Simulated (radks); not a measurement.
Values are calculated unless marked as measured or tabulated.
Ionisation of neutral indium, [Kr] 4d10 5s2 5p1, to In+, [Kr] 4d10 5s2, under several functionals. Scalar-relativistic Kohn-Sham, spin-unpolarised, spherical densities, finite nucleus; a radial shooting solver on a logarithmic mesh with Libxc functionals.

| functional | E(In) (hartree) | Exc (hartree) | IE (eV) | -e(HOMO) (eV) | <r> HOMO (bohr) | IE error (eV) |
|---|---|---|---|---|---|---|
| XLYP | -5882.64288 | -160.64069 | 5.395 | 2.493 | 3.781 | -0.392 |
| exchange-only LDA | -5871.64124 | -149.51906 | 4.663 | 1.870 | 3.876 | -1.123 |
| HCTH/407 | -5885.26206 | -163.47365 | 5.445 | 2.628 | 3.876 | -0.342 |
| B86b exchange with PBE correlation | -5882.18436 | -160.19062 | 5.382 | 2.534 | 3.728 | -0.405 |
| exchange-only PBE | -5878.91360 | -156.86121 | 4.817 | 2.017 | 3.981 | -0.969 |
| Wu-Cohen GGA | -5880.76053 | -158.75240 | 5.351 | 2.501 | 3.683 | -0.435 |
| LDA (Slater exchange, VWN5 correlation) | -5876.32594 | -154.27592 | 5.588 | 2.697 | 3.676 | -0.198 |
| LDA (Slater exchange, Perdew-Zunger correlation) | -5876.30460 | -154.25405 | 5.595 | 2.703 | 3.674 | -0.192 |

NIST Atomic Spectra Database: 5.786 eV (measured). Closest: LDA (Slater exchange, Perdew-Zunger correlation). The Delta-SCF values span 0.93 eV, the total energies 13.62 hartree. The highest occupied level is 5p. Spin polarisation and multiplet splitting are left out, so open shells lie too high by an amount that depends on their filling. Spin-orbit splitting is averaged out at the scalar-relativistic level.

Beside tabulated values, note that spin-unpolarised runs miss the spin-polarisation part of the exchange energy of open shells.
